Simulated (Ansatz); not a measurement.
Geometry optimisation, Ansatz, RHF/def2-SVP.

Input:

```yaml
crystal:
  periodic: [false, false, false]
  atoms:
    - { symbol: C, position_ang: [-1.1633, -0.2463, 0.5381] }
    - { symbol: C, position_ang: [0.2543, 0.1044, 0.2587] }
    - { symbol: O, position_ang: [1.19568, -0.82594, 0.67374] }
    - { symbol: Si, position_ang: [0.82248, 1.83809, 0.5734] }
    - { symbol: Se, position_ang: [0.5403, 0.83584, -1.51015] }
    - { symbol: H, position_ang: [-1.3792, -0.2826, 1.6179] }
    - { symbol: H, position_ang: [-1.4885, -1.1489, 0.0399] }
    - { symbol: H, position_ang: [-1.805, 0.6415, 0.1304] }
    - { symbol: H, position_ang: [1.11886, -1.65141, 0.03515] }
    - { symbol: H, position_ang: [-0.35181, 2.73155, 0.87424] }
    - { symbol: H, position_ang: [2.14892, 1.98713, 0.98522] }
basis:
  gaussian: { orbitals: def2-SVP }
hamiltonian:
  xc: hf
relax:
  f_tol: 0.015
  max_steps: 40
```

Command:

```bash
$ ansatz run input.yaml --threads 2 --pin off --max-ram 3072MiB --backend cpu --events-out ev --progress --plain --runs-dir out
```

Q: Where does it end, and by what steps?

A: The forces met the threshold. After 8 steps the energy has fallen by 0.822 eV; H10 moved furthest, 0.31 Å.

```
step  energy less start (eV)  largest force component (eV/Å)  accepted
   0                  0.0000                           3.700       yes
   1                 -0.7172                           1.008       yes
   2                 -0.8029                           0.743       yes
   3                 -0.8171                           0.236       yes
   4                 -0.8204                           0.091       yes
   5                 -0.8213                           0.023       yes
   6                 -0.8215                           0.018       yes
   7                 -0.8215                           0.023       yes
   8                 -0.8216                           0.004       yes
```

```xyz
11
Properties=species:S:1:pos:R:3
C -1.217 -0.291 0.525
C 0.225 0.122 0.336
O 1.129 -0.840 0.695
Si 0.837 1.874 0.449
Se 0.585 0.942 -1.565
H -1.370 -0.554 1.574
H -1.456 -1.167 -0.084
H -1.907 0.505 0.254
H 0.990 -1.629 0.191
H -0.112 2.922 0.862
H 2.188 2.099 0.981
```

Time of the run: 41 s on 2 threads of Arm Neoverse N1, with other jobs on the host, peak memory 0.3 GiB.
